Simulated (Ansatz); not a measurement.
Program: Ansatz. Geometries: PBE0-D4/def2-TZVP. ΔE: electronic, gas phase. CCSD(T)/CBS is the MP2 limit (def2-TZVPP, def2-QZVPP) plus CCSD(T) − MP2 in def2-TZVPP, frozen cores. This one scheme is used for every species. Functionals use def2-TZVPP. Elements past krypton have def2 core potentials. For In outer-core shells are correlated without core-valence functions, which leaves a few kJ/mol of doubt a bond. One conformer a species, not always the lowest.

`[NH2][In]([NH2])[O][SiH3]` + H₂ → `[NH2][InH][NH2]` + `O[SiH3]`  (hydrogenolysis of the In–O bond)

`[NH2][In]([NH2])[O][SiH3]`:

Cartesian coordinates in Å:
```
N 0.995 -2.652 -0.008
In -0.110 -0.978 -0.055
N -2.062 -0.619 -0.370
O 0.980 0.652 0.298
Si 0.725 2.252 0.259
H 0.524 -3.499 0.276
H 1.853 -2.561 0.518
H -2.262 0.320 -0.687
H -2.556 -1.275 -0.958
H 1.763 2.934 -0.565
H -0.609 2.585 -0.335
H 0.760 2.840 1.628
```

H₂:

Cartesian coordinates in Å:
```
H -0.058 -0.107 0.353
H 0.058 0.107 -0.353
```

`[NH2][InH][NH2]`:

Cartesian coordinates in Å:
```
N -0.377 -1.415 -0.896
In -0.147 0.553 -0.511
N 0.512 0.908 1.364
H -0.446 -2.063 -0.127
H -0.988 -1.708 -1.643
H -0.473 1.781 -1.645
H 0.968 1.781 1.575
H 0.950 0.163 1.882
```

`O[SiH3]`:

Cartesian coordinates in Å:
```
O 0.190 -1.231 -0.302
Si -0.099 0.375 -0.075
H 0.482 -1.744 0.453
H -1.169 0.605 0.934
H -0.528 0.900 -1.392
H 1.122 1.094 0.382
```

| level | ΔE (kcal/mol) | difference from CCSD(T)/CBS |
| --- | --- | --- |
| LDA (SPW92) | 1.9 | -6.2 |
| PBE-D4 | 5.4 | -2.7 |
| BLYP-D4 | 7.4 | -0.7 |
| r2SCAN-D4 | 6.5 | -1.6 |
| PBE-QIDH | 5.2 | -2.9 |
| revPBE | 4.0 | -4.1 |
| BHLYP | 3.2 | -4.9 |
| CAM-B3LYP | 3.5 | -4.6 |
| RPA@PBE/def2-TZVPP | 7.2 | -0.9 |
| CCSD(T)/def2-SVP | 7.5 | -0.6 |
| HF/def2-TZVPP | 2.5 | -5.6 |
| MP2/def2-TZVPP | 8.5 | 0.4 |
| SCS-MP2/def2-TZVPP | 7.9 | -0.2 |
| CCSD(T)/def2-TZVPP | 6.9 | -1.2 |
| HF/def2-QZVPP | 2.7 | -5.4 |
| MP2/def2-QZVPP | 9.3 | 1.2 |
| CCSD(T)/CBS | 8.1 | 0 |

Largest T1 diagnostic among the species: 0.015.

In def2-TZVPP, CCSD(T) changes the Hartree–Fock value by +4.4 kcal/mol (the triples alone add +1.3 kcal/mol) and MP2 by +6.0 kcal/mol. From BLYP to BHLYP (50 % exact exchange), in def2-TZVPP and without D4, ΔE moves by −1.4 kcal/mol. The D4 term adds +2.4 kcal/mol with B3LYP and +1.4 kcal/mol with PBE0; it sums over pairs of atoms, weighted by their polarisabilities, and B3LYP, whose exchange is more repulsive, gets the larger term.

CCSD(T)/CBS has its own doubt, a few kJ/mol and more with outer-core shells, so smaller differences from it don't rank the levels.

B3LYP here is the variant with VWN-RPA as its local correlation; programs differ in this.
